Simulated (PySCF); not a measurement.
Predicted microwave data (PySCF, PBE0-D3(BJ)/def2-SVP geometry optimisation, gas phase) for one isomer of C6H18BN:

| Quantity | Value |
| --- | --- |
| Rotational constants | A = 3520, B = 870.2, C = 807.9 MHz |
| Dipole components | \|μa\| = 0.30 D, \|μb\| = 2.91 D, \|μc\| = 3.21 D |
| Inertial defect | -98.79 u·Å² |
| κ | -0.95 |

**Question.** Which candidate fits, each taken in the one conformer that was computed?
A. `[BH3-:1][N+:2]([CH3:3])([CH3:4])[CH2:5][CH:6]([CH3:7])[CH3:8]` with B1–N2–C5–C6 -65°, N2–C5–C6–C7 136°
B. trimethylamine trimethylborane, `C[B-](C)(C)[N+](C)(C)C`
C. `[CH3:1][CH2:2][CH2:3][B@H-:4]([NH3+:5])[CH:6]([CH3:7])[CH3:8]` with C1–C2–C3–B4 -178°, C2–C3–B4–N5 -65°, C3–B4–C6–C7 54°
D. `[CH3:1][CH:2]([CH3:3])[BH2-:4][N+:5]([CH3:6])([CH3:7])[CH3:8]` with C1–C2–B4–N5 95°

**Answer.** C. It is CCC[B@H-]([NH3+])C(C)C, a near-prolate asymmetric top, point group C1. The candidates at the same level (rigid rotor, commonest isotopes):

| SMILES | A (MHz) | B (MHz) | C (MHz) | μa (D) | μb (D) | μc (D) | Δ (u·Å²) | point group | rotor |
| --- | --- | --- | --- | --- | --- | --- | --- | --- | --- |
| CCC[B@H-]([NH3+])C(C)C | 3520 | 870.2 | 807.9 | 0.30 | 2.91 | 3.21 | -98.79 | C1 | near-prolate asymmetric top |
| CC(C)[BH2-][N+](C)(C)C | 3040 | 1174 | 1061 | 4.65 | 0.89 | 2.14 | -120.34 | C1 | asymmetric top |
| [BH3-][N+](C)(C)CC(C)C | 2967 | 1269 | 1134 | 1.00 | 3.35 | 3.26 | -123.10 | C1 | asymmetric top |
| C[B-](C)(C)[N+](C)(C)C | 2223 | 1596 | 1595 | 4.49 | 0.00 | 0.00 | -227.29 | C3 | prolate symmetric top |

`[BH3-][N+](C)(C)CC(C)C` has B 46 % too high; `CC(C)[BH2-][N+](C)(C)C` has B 35 % too high; `C[B-](C)(C)[N+](C)(C)C` has C 97 % too high. No structure here is proved a minimum.
